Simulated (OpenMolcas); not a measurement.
Re5+ (d2) among equal point charges was computed by CASSCF with the d shell active (OpenMolcas, ANO-RCC-VDZP on the metal). Its lowest spin-free states, and all those of the highest spin:

```csv
2S+1,Degeneracy,E (cm-1)
3,1,0.0
3,2,2645
3,1,7202
3,2,8717
1,1,11764
1,1,12411
1,2,16064
3,1,16753
1,1,16897
3,2,19148
1,2,20385
1,1,21581
3,1,27518
```

Is the site octahedral, tetrahedral or cube-like, axial, or of lower symmetry?

The states with 2S+1 = 3 have orbital degeneracies 1, 2, 1, 2, 1, 2, 1. There are pairs but no triples, so the site is axial: not cubic, but with a proper or improper axis of order three or more. The run had Re5+ among 6 point charges of -1.5 e arranged as a tetragonal octahedron (D4h), 1.94 Å from the ion, with the axial distance 2.270 Å.

Spin-orbit coupling mixes the spin-free states strongly: the lowest level takes only 52 % from its leading state, 3A2. Without dynamic correlation the repulsion within the d shell is too large (B by tens of per cent), so at a given field states of lower spin stand too high. Point charges carry no covalency, so the field is a model and not that of real ligands. No measured value stands beside these numbers.
